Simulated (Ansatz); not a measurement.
Basis sets compared for SnMe2(pyrrolidide)2 (C10H22N2Sn). Total charge 0; singlet. Geometry r2SCAN-D4/def2-SVP. Ansatz on 2 threads of AMD EPYC 7R13 on a shared host and a share (18 GiB) of an NVIDIA H100 80GB HBM3; times are rough, and most runs start from earlier orbitals.

Cartesian coordinates in Å:
```
Sn 0.598 -1.132 0.074
C 0.154 -2.796 -1.208
H 1.077 -3.288 -1.548
H -0.403 -2.437 -2.086
H -0.460 -3.528 -0.665
C 2.161 -1.430 1.533
H 1.804 -2.110 2.320
H 2.441 -0.469 1.988
H 3.050 -1.869 1.056
N -1.086 -0.691 1.146
C -2.360 -0.436 0.496
C -3.366 -0.410 1.669
C -2.504 -0.043 2.904
C -1.085 0.149 2.331
H -2.592 -1.213 -0.254
H -2.382 0.545 -0.034
H -3.826 -1.401 1.800
H -4.181 0.309 1.490
H -2.863 0.860 3.423
H -2.508 -0.867 3.634
H -0.930 1.230 2.096
H -0.290 -0.147 3.037
N 0.952 0.459 -1.191
C 1.062 1.810 -0.667
C 1.192 2.683 -1.936
C 1.743 1.713 -3.012
C 1.938 0.384 -2.255
H 1.968 1.958 -0.028
H 0.184 2.072 -0.052
H 1.852 3.548 -1.767
H 0.207 3.073 -2.234
H 1.008 1.579 -3.821
H 2.680 2.068 -3.470
H 1.776 -0.503 -2.894
H 2.988 0.330 -1.876
```

In the def2 sets Sn takes a core potential; there is no spin–orbit coupling. Single mean-field runs in def2-TZVP are fitted with def2-universal-jkfit.

Binding counts from free atoms (Sn triplet, C triplet, H doublet, N quartet) in the same basis, without a counterpoise term.

```csv
level,functions,energy (Eh),HOMO (eV),LUMO (eV),binding per atom (eV),wall time
PBE-D4/def2-SVP,304,-717.0709,-4.31,-0.21,4.21,4.8 s
PBE0-D4/def2-SVP,304,-717.1654,-5.63,0.71,4.15,5 s
```

**Question.** Estimate the rows for PBE-D4/def2-TZVP, PBE0-D4/def2-TZVP.

**Answer.** 
| level | functions | energy (Eh) | HOMO (eV) | LUMO (eV) | binding per atom (eV) | wall time |
| --- | --- | --- | --- | --- | --- | --- |
| PBE-D4/def2-TZVP | 554 | -717.6341 | -4.47 | -0.62 | 4.17 | 4.3 s |
| PBE0-D4/def2-TZVP | 554 | -717.7158 | -5.73 | 0.24 | 4.12 | 4.6 s |
